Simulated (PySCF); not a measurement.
**Trend along the halogens: MBi molecules**

PBE0 with triple-zeta basis sets in PySCF, for the lowest determinant that a PBE0 search found; no spin–orbit coupling. De refers to high-spin ground-configuration atoms. A positive dipole means M(−)Bi(+).

| M | basis | state (unpaired electrons) | Re (Å) | ωe (cm⁻¹) | De (eV) | μ (D) |
| --- | --- | --- | --- | --- | --- | --- |
| F | x2c-TZVPPall | triplet (π ↑↑) | 2.020 | 561 | n/a | 3.18 |
| Cl | x2c-TZVPPall | triplet (π ↑↑) | 2.426 | 342 | 3.10 | 2.90 |
| Br | def2-TZVPP | triplet (π ↑↑) | 2.580 | 228 | 2.76 | 2.78 |

The shortest bond is that of BiF (2.020 Å), the longest that of BiBr (2.580 Å).

The rows differ in basis set, which adds steps of its own.

Down a group the atoms grow and get heavier, so bonds lengthen and wavenumbers fall; this series shows no clear exception.

These are scalar-relativistic numbers at best; spin–orbit coupling would shift them, the dissociation energy most. States were picked by a PBE0 search and need not be the measured ground states.
